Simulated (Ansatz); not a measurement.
`BC(=C)[NH][GeH3]` + `FC[SiH](F)Cl` → `F[SiH](Cl)[GeH3]` + `BC(=C)NCF`  (redistribution)

Computed with Ansatz on PBE0-D4/def2-TZVP structures; ΔE is electronic, products minus reactants. CCSD(T)/CBS adds triple-zeta CCSD(T) − MP2 to the extrapolated MP2 energy (def2 sets, frozen cores). DFT in def2-TZVPP. For Ge outer-core shells are correlated without core-valence functions, which leaves a few kJ/mol of doubt a bond. Scalar relativity is left out up to krypton. One conformer a species, not always the lowest.

Is it downhill or uphill in electronic energy at CCSD(T)/CBS, and by how much? (Estimate.)

Ansatz gave: Nearly level: ΔE = +2.7 kJ/mol.

What do these levels give: PBE-D4, ωB97X-V, ωB97M-V, B2PLYP, PBE, r2SCAN, PBE0, HF/def2-TZVPP, MP2/def2-TZVPP, CCSD/def2-TZVPP, HF/def2-QZVPP, MP2/CBS(def2)? (Best estimate.)

Ansatz gave: PBE-D4 -14.8, ωB97X-V -2.8, ωB97M-V 0.3, B2PLYP 0.5, PBE -16.2, r2SCAN -6.9, PBE0 -12.3, HF/def2-TZVPP 8.1, MP2/def2-TZVPP 8.1, CCSD/def2-TZVPP 4.4, HF/def2-QZVPP 8.7, MP2/CBS(def2) 6.9 kJ/mol.

Largest T1 diagnostic among the species: 0.012.

From PBE to PBE0 (25 % exact exchange), in def2-TZVPP and without D4, ΔE moves by +3.9 kJ/mol.
